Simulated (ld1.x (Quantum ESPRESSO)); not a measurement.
## Ag, PAW: configuration errors across variants

```
Element                 : Ag
Generator               : ld1.x (Quantum ESPRESSO) 7.5
Type                    : PAW
Functional              : PBE
Relativity              : scalar-relativistic
Frozen core             : [Ar] 3d10
Valence charge          : 19
Reference configuration : 4s2 4p6 4d10 5s1 5p0
Partial waves           : 4s (bound): rcut 1.30, rcutus 1.70 bohr; 5s (bound): rcut 1.30, rcutus 1.70 bohr; 4p (bound): rcut 1.35, rcutus 1.55 bohr; 5p (bound, empty): rcut 1.35, rcutus 1.55 bohr; 4d (bound): rcut 1.80, rcutus 1.95 bohr; 4d channel at 4.4 Ry: rcut 1.80, rcutus 1.95 bohr
Local potential         : all-electron potential smoothed inside 1.20 bohr (lloc = -2)
Core correction         : Bessel-smoothed model core inside 0.80 bohr
Augmentation charge     : PSQ, inside the norm-conserving radii
```

All-electron excitation energies from the reference (eV): (1) 4s2 4p6 4d10 5s0 5p0 7.757; (2) 4s2 4p6 4d9 5s0 5p0 29.871; (3) 4s2 4p6 4d8 5s0 5p0 66.064; (4) 4s2 4p6 4d10 5s0.5 5p0 3.017; (5) 4s2 4p6 4d9 5s1 5p0 13.152; (6) 4s2 4p6 4d10 5s0 5p1 3.866; (7) 4s2 4p6 4d7 5s0 5p0 117.780.

The overlap operator is not positive definite (basis up to 400 Ry) in “base”, “waves 4d (bound): rcut 1.36, rcutus 1.44 bohr; 4d channel at 4.4 Ry: rcut 1.36, rcutus 1.44 bohr”, “local potential all-electron potential smoothed inside 1.40 bohr (lloc = -1)”, “core correction Bessel-smoothed model core inside 0.88 bohr”, “waves 4s (bound): rcut 1.30, rcutus 2.04 bohr; 5s (bound): rcut 1.30, rcutus 2.04 bohr”. Such files are unfit for use, however small their errors in these radial tests.

1 further variants failed, have other tests or too few solved ones, and are left out.

Errors AE − PS in meV (a dash: test not solved or not reliable):

```csv
change,(1),(2),(3),(4),(5),(6),(7),bound ghosts
base,-1.4,+20,+131,-0.5,+50,-1.1,+400,not determined (overlap not positive)
"waves 4d (bound): rcut 1.36, rcutus 1.44 bohr; 4d channel at 4.4 Ry: rcut 1.36, rcutus 1.44 bohr",-1.5,-2.9,-4.8,-0.6,+0.5,-0.6,-6.5,not determined (overlap not positive)
local potential all-electron potential smoothed inside 1.40 bohr (lloc = -1),-1.7,+15,+86,-0.6,+23,-1.0,+210,not determined (overlap not positive)
core correction Bessel-smoothed model core inside 0.88 bohr,-1.4,+19,+127,-0.5,+49,-1.1,+385,not determined (overlap not positive)
"waves 4s (bound): rcut 1.30, rcutus 2.04 bohr; 5s (bound): rcut 1.30, rcutus 2.04 bohr",–,–,–,–,–,–,–,not determined (overlap not positive)
```

Question: Give the same row for: local potential all-electron potential smoothed inside 1.88 bohr (lloc = -2).

Answer: 0.0, -8.7, +29, -0.2, +16, -0.6, +185; bound ghosts: none.
